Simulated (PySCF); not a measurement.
**Computed properties of Si(F)(Cl)(Me)2 (C2H6ClFSi), SMILES C[Si](C)(F)Cl**

C2H6ClFSi, SMILES [Si](F)(C)(C)Cl. Coordinates come from a ωB97X-D3(BJ)/def2-SVP optimisation. The values are those of a single conformer. All values are computed for the isolated molecule unless a solvent is named; none is compared with measurement here.

**Structure.** The optimised structure has Cs symmetry. All 27 harmonic modes at ωB97X-D3(BJ)/def2-SVP (PySCF) are real, so it is a minimum. With heavy atoms numbered as in [CH3:1][Si:2]([CH3:3])([F:4])[Cl:5], the shortest bond between them is Si2–F4 at 1.629 Å and the longest Si2–Cl5 at 2.066 Å.

**Vibrations.** The strongest infrared lines (harmonic, unscaled, degenerate partners summed) lie at 936 cm⁻¹ (177 km/mol, Si 46 %, F 33 %, H 15 %), 860 cm⁻¹ (155 km/mol, H 60 %, C 22 %, Si 16 %), 828 cm⁻¹ (139 km/mol, Si 43 %, H 30 %, C 26 %). The softest mode is at 144 cm⁻¹ and the zero-point energy is 49.7 kcal/mol.

**Electronic structure.** HF/def2-TZVP (PySCF) places the frontier levels at -12.01 and 3.36 eV, a gap of 15.37 eV, and gives a dipole moment of 2.61 D and a mean polarisability of 54.6 bohr³. PBE/def2-TZVP (PySCF) at the same geometry gives -7.36 and 0.09 eV, so its gap is 7.92 eV narrower. An orbital gap is neither the optical nor the fundamental gap.

**Excitations.** TDDFT-M06-2X/def2-SVPD (PySCF) has S1 at 8.22 eV (151 nm, f = 0.125, bright); the most intense of the 10 singlets computed lies at 8.22 eV (f = 0.13). T1 (TDA) is at 8.01 eV. TDDFT-PBE/def2-SVPD (PySCF) puts S1 at 7.12 eV. No vertical singlet excitation falls in the visible range (under 3.1 eV).

**NMR.** GIAO shifts at PBE0/pcSseg-1 (PySCF) (non-relativistic, atoms alike by connectivity averaged): ¹³C at 5.1 ppm against TMS; ¹H at 0.8 ppm against TMS; ²⁹Si at 41.7 ppm against TMS; ¹⁹F at -151.0 ppm against CFCl3. Without spin–orbit terms, shifts of atoms bonded to Cl or Br come out too high.

**Solvation.** SMD-B3LYP/def2-SVP (PySCF) gives 0.0 kcal/mol in water, -4.1 kcal/mol in ethanol, -3.1 kcal/mol in benzene (1 M in both phases, gas-phase geometry); of these solvents ethanol holds the molecule best.
